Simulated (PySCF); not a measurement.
## How methods differ on the ionisation energy of Cd⁴³⁺

Cd⁴³⁺ [He] 2s2 2p1 (2P) → Cd⁴⁴⁺ [He] 2s2 (1S), as a difference of total energies. All numbers are calculated (PySCF 2.14, no relativity, point nucleus, in an even-tempered Gaussian basis (17 s from 18 bohr⁻², ratio 2.2; 10 p from 23 bohr⁻², ratio 2.2; 5 d from 91 bohr⁻², ratio 2.4; 5 f from 140 bohr⁻², ratio 2.4; 4 g from 200 bohr⁻², ratio 2.4)). Correlated levels: nothing frozen; virtual orbitals above 40 to 60 times the deepest correlated orbital energy dropped. The calculations carry no spin-orbit coupling.

```json
{"method": "UHF", "ionisation energy (eV)": "6864.5"}
{"method": "LDA", "ionisation energy (eV)": "6858.9"}
{"method": "PBE", "ionisation energy (eV)": "6865.6"}
{"method": "PBE0", "ionisation energy (eV)": "6865.6"}
{"method": "r2SCAN", "ionisation energy (eV)": "6867.5"}
{"method": "PBEsol", "ionisation energy (eV)": "6861.8"}
{"method": "M06-L", "ionisation energy (eV)": "6867.1"}
{"method": "MP2 (all electrons)", "ionisation energy (eV)": "6862.6"}
{"method": "SCS-MP2 (all electrons)", "ionisation energy (eV)": "6862.0"}
```

A first-order spin-orbit estimate (lowest level to lowest level, LS coupling) adds 120.9 eV.

The gap to the reference is mostly relativistic.

For comparison: 7109 ± 5 eV (semi-empirical (NIST evaluation); NIST Atomic Spectra Database, ionization energies).
